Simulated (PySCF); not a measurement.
# B: excitation energy

B [He] 2s2 2p1 (2P) → B [He] 2s1 2p1 3d1 (high-spin determinant), as a difference of total energies. All numbers are calculated (PySCF 2.14, the non-relativistic Hamiltonian (point nucleus), in aug-cc-pVTZ with one added diffuse shell each of s, p, d, f type (6s5p4d3f, 62 functions)). Correlated levels: valence: 1s2 frozen. The calculations carry no spin-orbit coupling.

| method | excitation energy (eV) |
| --- | --- |
| UHF | 9.673 |
| LDA | 10.809 |
| PBE | 10.634 |
| PBE0 | 10.672 |
| r2SCAN | 10.572 |
| M06-2X | 11.178 |
| B2PLYP | 10.961 |
| MP2 (valence) | 10.768 |
| SCS-MP2 (valence) | 11.009 |

Q: Estimate what wB97X gives.

A: 10.866 eV, closest to LDA among the rows shown.

Q: Estimate what wB97M-V gives.

A: 11.277 eV, closest to M06-2X among the rows shown.

The upper state lies above the first ionisation limit, but in LS coupling its spin forbids autoionisation to the ground ion. A Rydberg-like electron needs more diffuse functions than a valence basis has.

The promoted electron is Rydberg-like, and one or two diffuse shells describe it only roughly, which tends to raise the upper state.

The determinant of the upper state mixes LS terms, which raises its energy above the lowest term, most at the Hartree-Fock and MP2 levels.
